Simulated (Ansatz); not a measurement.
C$_{3}$H$_{3}$, charge -1, singlet, at a GFN2-xTB geometry (a gas-phase anion, which may not be bound at this level); MP2/STO-3G run with Ansatz (a first-principles code).

Ansatz was given this input:
Ansatz 0.2 input:
```yaml
crystal:
  periodic: [false, false, false]
  atoms:
    - {symbol: C, position_ang: [0.12759886, 0.00235050, 0.97980862]}
    - {symbol: C, position_ang: [0.04914638, -0.65013550, -0.42875685]}
    - {symbol: C, position_ang: [0.03020025, 0.65085982, -0.42941053]}
    - {symbol: H, position_ang: [-1.00514422, -0.01391574, 1.43690629]}
    - {symbol: H, position_ang: [-0.09632726, -1.50864710, -1.08261999]}
    - {symbol: H, position_ang: [-0.14020148, 1.50411391, -1.08413373]}
basis:
  gaussian:
    orbitals: STO-3G
total_charge: -1
magnetization: {spin_polarized: false}
correlation: {method: mp2}
```

What the program printed (banner, timings and long lists left out):

```
Functional definition: HF
248 factors; integrals over basis functions are off by at most 3.7e-5 eV
mean field evaluation 1: about -3087.8171 eV, gradient 1.8e1 eV
mean field evaluation 2: about -3087.9275 eV, gradient 1.8e1 eV
mean field evaluation 4: about -3089.2697 eV, gradient 1.5e0 eV
mean field evaluation 8: about -3089.2840 eV, gradient 2.5e-2 eV
mean field -3089.28404142 eV, -113.5290945303 hartree, gradient 2.1e-6 eV, S^2 0.000000; 0 other end points of the search recorded, 0 dependent functions left out; unrestricted orbitals would lower it
mean field evaluation 16: about -3089.4824 eV, gradient 3.5e-1 eV
3 core orbitals not correlated
reference -3089.28404142 eV, -113.5290945303 hartree; 8, 8 occupied and 7, 7 virtual orbitals, 248 factors
second order -4.77508484 eV of doubles, -0.00000000 eV of singles
Total energy: -3094.05912626 eV, -113.7045756614 hartree
```
